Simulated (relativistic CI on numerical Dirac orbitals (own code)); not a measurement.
## Au3+: resonant inelastic scattering at the N6,7 edge

Computed with this model: Dirac-Coulomb-Breit CI, orbitals from a KLI potential per configuration, QED by a radiative potential, valence Slater integrals scaled by 0.8, Kramers-Heisenberg scattering through one core-hole configuration in a parametric crystal field; configurations [Xe] 4f14 5d8 → [Xe] 4f13 5d9; 300 K; core-hole width 0.45 eV; summed over polarisations. Incident energies are the highest absorption maxima for each field (at most a few, so the weaker spin-orbit partner edge can be absent), on the computed scale of the free ion. Intensities are in per cent of the strongest line above 0.02 eV; levels within 1 cm⁻¹ are merged; final levels count from the ground level, the first row holds all elastic scattering, lines under 0.4 are left out and each table stops after 24 rows. The scale of the Slater integrals is a model choice and moves the terms in proportion.

Field parameters in Wybourne normalisation: Oh B⁴₀ = 21Dq, B⁴₄ = √(5/14) B⁴₀. The field is a parameter set, without covalency.

S is read from ⟨S²⟩ = S(S + 1).

Oh, 10Dq = 7000 cm⁻¹:

```tsv
Final level (eV)	Degeneracy	Irrep	S	81.9 eV
0.000	3	T2	0.98	529.4
0.578	2	E	0.92	100.0
0.757	3	T1	0.96	74.4
0.997	1	A1	0.93	3.9
1.215	2	E	0.61	4.6
1.458	3	T2	0.79	11.9
2.157	3	T1	0.99	0.7
2.241	3	T2	0.83	11.0
2.678	3	T2	0.99	0.6
3.266	2	E	0.81	0.4
3.463	3	T1	0.79	0.5
3.464	2	E	0.71	0.5
3.641	3	T1	0.49	1.9
3.946	3	T2	0.31	3.8
```

Oh, 10Dq = 15850 cm⁻¹:

| Final level (eV) | Degeneracy | Irrep | S | 82.4 eV | 85.9 eV |
| --- | --- | --- | --- | --- | --- |
| 0.000 | 3 | T2 | 0.99 | 893.5 | 105.4 |
| 1.126 | 2 | E | 0.52 | 86.1 | 0.9 |
| 1.805 | 3 | T1 | 0.96 | 100.0 | 13.3 |
| 1.875 | 2 | E | 0.87 | 77.1 | 5.5 |
| 2.038 | 1 | A1 | 0.70 | 2.9 | 0.0 |
| 2.300 | 3 | T2 | 0.88 | 90.4 | 37.9 |
| 2.727 | 1 | A2 | 1.00 | 3.1 | 49.5 |
| 3.291 | 3 | T1 | 0.98 | 5.7 | 17.3 |
| 3.348 | 3 | T2 | 0.86 | 27.2 | 61.7 |
| 3.692 | 3 | T2 | 0.73 | 15.4 | 50.1 |
| 3.901 | 2 | E | 0.79 | 1.2 | 5.0 |
| 4.376 | 3 | T1 | 0.29 | 4.9 | 7.0 |
| 5.045 | 3 | T1 | 0.93 | 1.3 | 0.7 |
| 5.168 | 2 | E | 0.93 | 0.2 | 1.0 |
| 5.390 | 3 | T2 | 0.63 | 4.0 | 2.4 |
| 6.465 | 3 | T2 | 0.38 | 1.0 | 2.6 |

Oh, 10Dq = 24650 cm⁻¹:

```csv
Final level (eV),Degeneracy,Irrep,S,82.9 eV,86.5 eV
0.000,3,T2,0.99,606.0,95.2
1.309,2,E,0.27,20.6,1.2
2.493,1,A1,0.37,0.7,0.0
2.851,2,E,0.96,46.7,4.2
2.869,3,T1,0.97,57.3,9.1
3.277,3,T2,0.91,100.0,28.9
3.699,1,A2,1.00,6.7,8.2
4.331,3,T2,0.90,19.9,32.1
4.410,3,T1,0.97,4.7,8.9
4.730,2,E,0.89,0.6,3.8
4.844,3,T2,0.51,18.0,13.5
5.356,3,T1,0.21,3.3,5.5
6.861,3,T1,0.98,0.2,1.4
7.135,2,E,0.93,0.1,0.5
7.213,3,T2,0.78,1.3,10.2
```

For the first field the strongest loss at the lowest incident energy is the level at 0.58 eV (S = 0.92, against 0.98 in the thermal ground state).
